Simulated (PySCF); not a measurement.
## Relaxation of singlet TaO₂⁺

Method: PBE0/[Ta def2-TZVP with ECP60, O def2-TZVP], scalar-relativistic core potentials, density fitting, no spin–orbit coupling, PySCF. A (50,194) grid was used.

A start displaced from a saddle point along its imaginary mode, of C2v symmetry, held to at least that symmetry:

```xyz
3
charge 1 multiplicity 1, angstrom
Ta    0.0000   -0.0212    0.0000
O     0.0000    0.1200    1.7741
O     0.0000    0.1200   -1.7741
```

Optimiser trace:
| step | E − E(last) (kJ/mol) | largest gradient (Eh/bohr) |
| --- | --- | --- |
| 0 | 389.27 | 0.06134 |
| 1 | 274.99 | 0.07162 |
| 2 | 157.50 | 0.09437 |
| 3 | 36.25 | 0.06428 |
| 4 | 13.11 | 0.08333 |
| 5 | 1.90 | 0.02767 |
| 6 | 0.08 | 0.00246 |
| 7 | 0.00 | 0.00058 |
| 8 | 0.00 | 0.00001 |

It ends at C2v with Ta–O 1.688 Å (×2); O–Ta–O 103.5° (after a last refinement on a finer grid). A frequency run shows a minimum.

With an element this heavy the missing spin–orbit coupling can shift these numbers.
